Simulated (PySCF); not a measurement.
Working out the ionisation energy of Ti

Ti [Ar] 3d2 4s2 (3F) → Ti⁺ [Ar] 3d2 4s1 (4F). All numbers are calculated (PySCF 2.14, the spin-free X2C one-electron Hamiltonian (Gaussian nucleus), in x2c-TZVPall (6s5p4d1f, 48 functions)). Frozen: [Ar]. Energies in hartree (1 hartree = 27.21139 eV):

| part | Ti (lower) | Ti⁺ (upper) |
| --- | --- | --- |
| UHF | -852.736767 | -852.532388 |
| MP2 opposite-spin | -0.027059 | 0.000000 |
| MP2 same-spin | -0.008666 | -0.008971 |

**Question.** What does Hartree-Fock give?

**Answer.** (-852.532388) − (-852.736767) = 0.204379 hartree = 5.561 eV.

**Question.** What do MP2 and SCS-MP2 (6/5 opposite-spin, 1/3 same-spin) give?

**Answer.** The opposite-spin parts differ by 0.736 eV and the same-spin parts by -0.008 eV. MP2: 5.561 + (0.736) + (-0.008) = 6.289 eV. SCS-MP2: 5.561 + 1.2 × (0.736) + (-0.008)/3 = 6.442 eV.

Measured between the centres of the two terms (NIST): 6.828 eV, so MP2 (valence) is off by -0.539 eV.

What remains against the reference includes basis incompleteness, the frozen core and correlation beyond second order.
